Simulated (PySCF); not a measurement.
First hyperpolarisability: 3-ethynyltoluene (C#Cc1cccc(C)c1, C$_{9}$H$_{8}$)

Geometry:
```
atom   x (Å)   y (Å)   z (Å)
  C1   3.683   0.569   0.299
  C2   2.472   0.503   0.336
  C3   1.045   0.427   0.379
  C4   0.286   1.515   0.836
  C5  -1.101   1.421   0.873
  C6  -1.740   0.254   0.460
  C7  -1.004  -0.845  -0.002
  C8  -1.700  -2.094  -0.460
  C9   0.387  -0.744  -0.035
 H10   4.755   0.628   0.266
 H11   0.794   2.426   1.159
 H12  -1.692   2.267   1.230
 H13  -2.831   0.193   0.496
 H14  -2.423  -2.447   0.292
 H15  -0.987  -2.907  -0.653
 H16  -2.263  -1.914  -1.390
 H17   0.986  -1.587  -0.387
```

Method used: quadratic response CAM-B3LYP/aug-cc-pVDZ first hyperpolarisability, Taylor convention, gas phase in PySCF. Geometry: PBE0-D3(BJ)/def2-SVP.

Task: Give β for the processes computed.

Result: In au, Taylor convention; the vector part is βᵢ = ⅓ Σⱼ (βᵢⱼⱼ + βⱼᵢⱼ + βⱼⱼᵢ); β∥ is 3/5 of the vector part along the dipole, the dipole points from − to +:
| process | λ (nm) | β vector norm | β∥ | β HRS | depolarisation ratio |
| --- | --- | --- | --- | --- | --- |
| static β(0;0,0) | ∞ | 123.0 | 72.5 | 46.5 | 7.34 |
| second harmonic β(−2ω;ω,ω) | 1907 | 127.8 | 75.1 | 48.2 | 7.46 |
| Pockels β(−ω;ω,0) | 1907 | 124.6 | 73.4 | – | – |
| second harmonic β(−2ω;ω,ω) | 1064 | 138.4 | 80.7 | 51.9 | 7.75 |
| Pockels β(−ω;ω,0) | 1064 | 128.1 | 75.3 | – | – |

Task: Which lowest excitations, dipole and polarisabilities go with it?

Result: S1 5.04 eV (f = 0.021); S2 5.20 eV (f = 0.266); S3 5.59 eV (f = 0.000); dipole 1.07 D; isotropic α 110.0 au static, 110.5 au at 1907 nm, 111.7 au at 1064 nm, 112.1 au at 953.5 nm, 117.4 au at 532 nm.
